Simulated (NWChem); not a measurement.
System: CH3BeFS; SMILES C[S][Be][F]

NWChem printed, in part:

```
             Northwest Computational Chemistry Package (NWChem) 7.3.0
             --------------------------------------------------------

                             Geometry "geometry" -> ""
                             -------------------------

 Output coordinates in angstroms (scale by  1.889725989 to convert to a.u.)

  No.       Tag          Charge          X              Y              Z
 ---- ---------------- ---------- -------------- -------------- --------------
    1 Be                   4.0000     0.07163800    -1.03652500    -0.00032300
    2 F                    9.0000    -0.41848400    -2.33963400    -0.00107000
    3 S                   16.0000     0.77213800     0.72634500     0.00115500
    4 C                    6.0000    -0.77562700     1.71139600     0.00316300
    5 H                    1.0000    -1.37499100     1.53052900    -0.89895900
    6 H                    1.0000    -0.47039000     2.76614100     0.00984000
    7 H                    1.0000    -1.37942400     1.52061700     0.90024700

 Effective nuclear repulsion energy (a.u.)     119.0130701650

                              NWChem Property Module
                              ----------------------

                                 NWChem DFT Module
                                 -----------------

 Summary of "ao basis" -> "ao basis" (spherical)
 ------------------------------------------------------------------------------
       Tag                 Description            Shells   Functions and Types
 ---------------- ------------------------------  ------  ---------------------
 Be                        def2-svpd                 6       12   3s3p
 F                         def2-svpd                 9       23   4s3p2d
 S                         def2-svpd                11       27   5s4p2d
 C                         def2-svpd                 8       20   4s2p2d
 H                         def2-svpd                 4        8   2s2p

            General Information
            -------------------
          SCF calculation type: DFT
          Wavefunction type:  closed shell.
          No. of atoms     :     7
          No. of electrons :    38
           Alpha electrons :    19
            Beta electrons :    19
          Charge           :     0
          Spin multiplicity:     1
          Use of symmetry is: off; symmetry adaption is: off
          Maximum number of iterations: 150
          AO basis - number of functions:   106
                     number of shells:    46
          Convergence on energy requested:  1.00D-06
          Convergence on density requested:  1.00D-05
          Convergence on gradient requested:  5.00D-04

              XC Information
              --------------
                         B3LYP Method XC Potential
                     Hartree-Fock (Exact) Exchange  0.200
                        Slater Exchange Functional  0.800 local
                    Becke 1988 Exchange Functional  0.720 non-local
              Lee-Yang-Parr Correlation Functional  0.810
                  VWN I RPA Correlation Functional  0.190 local

             Grid Information
             ----------------
          Grid used for XC integration:  medium
          Radial quadrature: Mura-Knowles
          Angular quadrature: Lebedev.
          Tag              B.-S. Rad. Rad. Pts. Rad. Cut. Ang. Pts.
          ---              ---------- --------- --------- ---------
          Be                  1.05       49          12.0       434
          F                   0.50       49          13.0       434
          S                   1.00       88          12.0       590
          C                   0.70       49          12.0       434
          H                   0.35       45          13.0       434
          Grid pruning is: on
          Number of quadrature shells:   370
          Spatial weights used:  Erf1

      Superposition of Atomic Density Guess
      -------------------------------------

 Sum of atomic energies:        -550.32554426

      Non-variational initial energy
      ------------------------------

 Total energy =    -551.505191
 1-e energy   =    -994.905390
 2-e energy   =     324.387128
 HOMO         =      -0.310411
 LUMO         =      -0.026000

   convergence    iter        energy       DeltaE   RMS-Dens  Diis-err
 ---------------- ----- ----------------- --------- --------- ---------
 d= 0,ls=0.0,diis     1   -552.5196140789 -6.72D+02  1.58D-02  6.62D-01
 d= 0,ls=0.0,diis     2   -552.4327366439  8.69D-02  6.95D-03  1.94D+00
 d= 0,ls=0.0,diis     3   -552.6010343961 -1.68D-01  1.48D-03  1.59D-02
 d= 0,ls=0.0,diis     4   -552.6017748648 -7.40D-04  6.61D-04  5.30D-03
 d= 0,ls=0.0,diis     5   -552.6025358355 -7.61D-04  1.65D-04  1.91D-04
  Resetting Diis
 d= 0,ls=0.0,diis     6   -552.6025602579 -2.44D-05  4.45D-05  1.09D-05
 d= 0,ls=0.0,diis     7   -552.6025621026 -1.84D-06  1.93D-05  8.28D-07
 d= 0,ls=0.0,diis     8   -552.6025620254  7.72D-08  1.10D-05  1.37D-06
 d= 0,ls=0.0,diis     9   -552.6025622412 -2.16D-07  1.08D-06  1.03D-08

         Total DFT energy =     -552.602562241178
      One electron energy =     -998.510099978979
           Coulomb energy =      372.508108817346
    Exchange-Corr. energy =      -45.613641244574
 Nuclear repulsion energy =      119.013070165029

 Numeric. integr. density =       38.000002535548

                       DFT Final Molecular Orbital Analysis
                       ------------------------------------

 Vector   17  Occ=2.000000D+00  E=-3.883971D-01
              MO Center=  9.9D-02,  1.0D+00,  2.1D-03, r^2= 2.5D+00
   Bfn.  Coefficient  Atom+Function         Bfn.  Coefficient  Atom+Function
  ----- ------------  ---------------      ----- ------------  ---------------
    68      0.302147  4 C  py                47      0.267533  3 S  px
    48     -0.266203  3 S  py                45     -0.244611  3 S  py
    67     -0.235241  4 C  px                44      0.224943  3 S  px
    66      0.212964  4 C  s                 91      0.189685  6 H  s
    42     -0.140673  3 S  py                41      0.128996  3 S  px

 Vector   18  Occ=2.000000D+00  E=-3.114208D-01
              MO Center=  5.9D-01,  8.3D-01,  1.9D-03, r^2= 2.2D+00
   Bfn.  Coefficient  Atom+Function         Bfn.  Coefficient  Atom+Function
  ----- ------------  ---------------      ----- ------------  ---------------
    47      0.363868  3 S  px                44      0.297689  3 S  px
    48      0.275281  3 S  py                45      0.254207  3 S  py
     5      0.247576  1 Be py                38      0.201504  3 S  s
    39      0.188912  3 S  s                 92     -0.183156  6 H  s
    41      0.169839  3 S  px                67     -0.165363  4 C  px

 Vector   19  Occ=2.000000D+00  E=-2.590942D-01
              MO Center=  5.7D-01,  6.3D-01,  8.2D-04, r^2= 2.1D+00
   Bfn.  Coefficient  Atom+Function         Bfn.  Coefficient  Atom+Function
  ----- ------------  ---------------      ----- ------------  ---------------
    49      0.573562  3 S  pz                46      0.429519  3 S  pz
    43      0.242499  3 S  pz                 6     -0.151487  1 Be pz
    83      0.125054  5 H  s                 99     -0.124266  7 H  s
    69     -0.116881  4 C  pz                84      0.106809  5 H  s
   100     -0.105564  7 H  s                 52      0.096657  3 S  pz

 Vector   20  Occ=0.000000D+00  E=-3.423403D-02
              MO Center= -1.6D-01,  1.5D-01,  1.2D-03, r^2= 6.2D+00
   Bfn.  Coefficient  Atom+Function         Bfn.  Coefficient  Atom+Function
  ----- ------------  ---------------      ----- ------------  ---------------
    66      0.683534  4 C  s                  3      0.660453  1 Be s
    40     -0.472820  3 S  s                  4      0.366342  1 Be px
    64     -0.294150  4 C  s                 51      0.288614  3 S  py
    84     -0.279332  5 H  s                100     -0.280578  7 H  s
    10     -0.246131  1 Be px                70     -0.211107  4 C  px

 Vector   21  Occ=0.000000D+00  E=-2.100023D-02
              MO Center=  3.2D-01, -9.7D-01, -2.4D-04, r^2= 7.0D+00
   Bfn.  Coefficient  Atom+Function         Bfn.  Coefficient  Atom+Function
  ----- ------------  ---------------      ----- ------------  ---------------
     3      1.071144  1 Be s                 16     -0.587855  2 F  s
    39     -0.553082  3 S  s                 65      0.509448  4 C  s
    40      0.465282  3 S  s                  2      0.373914  1 Be s
    38     -0.217496  3 S  s                  8     -0.203635  1 Be py
    11     -0.198139  1 Be py                84     -0.193969  5 H  s

 Vector   22  Occ=0.000000D+00  E= 1.597320D-03
              MO Center= -4.0D-02, -7.2D-01, -4.8D-04, r^2= 7.0D+00
   Bfn.  Coefficient  Atom+Function         Bfn.  Coefficient  Atom+Function
  ----- ------------  ---------------      ----- ------------  ---------------
    12      0.694156  1 Be pz                 6     -0.433340  1 Be pz
    52     -0.245421  3 S  pz                 9      0.243046  1 Be pz
    49     -0.219920  3 S  pz                19      0.177989  2 F  pz
    25     -0.155671  2 F  pz                46     -0.153920  3 S  pz
    22     -0.142422  2 F  pz                59     -0.110829  3 S  d -1

     Multipole analysis of the density
     ---------------------------------

[...]

 DFT Linear Response polarizability / au
 Frequency  =       0.0773000 / au
 Wavelength =     589.4353558 / nm
              X              Y              Z
 -----------------------------------------------
 X      48.7227298     -2.4097984     -0.0046990
 Y      -2.4098735     58.6004933      0.0204680
 Z      -0.0046978      0.0204685     43.0634580
 -----------------------------------------------
 Eigenvalues =      48.1661879     59.1570626     43.0634306
 Isotropic   =      50.1288937
 Anisotropic =      14.2450422
 -----------------------------------------------

 Magnetic Dipole Response Matrix (nonzero elements):
```

Level: B3LYP/def2-SVPD. Geometry: optimised at PBE0/def2-SVP. B3LYP is NWChem's, with the RPA form of VWN correlation.

Q: Which NWChem input produces such a log?

A: Several could match; the one computed here: the input that was run:
```
start job
memory heap 200 mb stack 900 mb global 1100 mb
geometry units angstroms noautosym nocenter noautoz
  Be     0.071638    -1.036525    -0.000323
  F     -0.418484    -2.339634    -0.001070
  S      0.772138     0.726345     0.001155
  C     -0.775627     1.711396     0.003163
  H     -1.374991     1.530529    -0.898959
  H     -0.470390     2.766141     0.009840
  H     -1.379424     1.520617     0.900247
end
basis spherical
  * library def2-svpd
end
dft
  xc b3lyp
  iterations 150
end
property
  response 1 0.0773
end
task dft property
```
